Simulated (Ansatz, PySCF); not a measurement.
Input for Ansatz (a quantum-chemistry and plane-wave program):
Ansatz 0.2 input:
```yaml
crystal:
  periodic: [false, false, false]
  atoms:
    - {symbol: Te, position_ang: [-0.06651998, 0.12188136, 0.33078461]}
    - {symbol: F, position_ang: [-1.16789324, -1.07688202, -0.58739142]}
    - {symbol: F, position_ang: [0.08902262, 1.21325728, -1.17845659]}
    - {symbol: F, position_ang: [1.46320830, -0.84057864, -0.14535195]}
basis:
  gaussian:
    orbitals: STO-3G
hamiltonian:
  xc: pbe
total_charge: 1
accuracy: high
```

### Question
Convert this to an input for PySCF.

### Answer
This is not unique; one that fits is 
```python
from pyscf import gto, scf, dft

mol = gto.M(
    atom='''
Te   -0.066520    0.121881    0.330785
F    -1.167893   -1.076882   -0.587391
F     0.089023    1.213257   -1.178457
F     1.463208   -0.840579   -0.145352
''',
    basis='sto-3g',
    charge=1,
    spin=0,
    verbose=4,
)

mf = dft.RKS(mol)
mf.xc = 'pbe'
mf.grids.atom_grid = (99, 590)
mf.grids.prune = None
mf.kernel()
```

Both were run: Ansatz gave -6843.187031 Eh and PySCF -6843.187016 Eh, 0.015 mEh apart.
